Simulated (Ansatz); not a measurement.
Basis-set series for CH4ClInSe (`[CH3][In]([Cl])[SeH]`). Total charge 0; spin multiplicity 1. In takes the def2 core potential. Geometry: relaxed with PBE0-D4/def2-TZVP. It is one conformer, not always the lowest.

```xyz
8

C    -0.9954    1.2745   -0.0031
In    0.4001   -0.3362   -0.0509
Cl    2.5412    0.0875   -0.9082
Se    0.1674   -2.7091    0.6790
H    -1.9820    0.9192    0.2895
H    -0.6445    2.0191    0.7119
H    -1.0396    1.7283   -0.9930
H     1.5528   -2.9832    0.2750
```

```
functional       basis  functions  energy (Eh)  HOMO (eV)  LUMO (eV)
   PBE0-D4    def2-SVP        110  -3091.54185      -7.20      -1.17
   PBE0-D4  def2-QZVPP        418  -3092.11767      -7.34      -1.42
   ωB97M-V    def2-SVP        110  -3091.78254      -9.31       0.44
   ωB97M-V  def2-QZVPP        418  -3092.35663      -9.48       0.16
```

Problem. Give the rows for def2-TZVPP. (Best estimate.)

Solution. Computed: 
| functional | basis | functions | energy (Eh) | HOMO (eV) | LUMO (eV) |
| --- | --- | --- | --- | --- | --- |
| PBE0-D4 | def2-TZVPP | 227 | -3092.04976 | -7.32 | -1.34 |
| ωB97M-V | def2-TZVPP | 227 | -3092.29087 | -9.46 | 0.22 |

Positive LUMOs are unbound and depend on the basis. Scalar relativity is left out up to krypton.
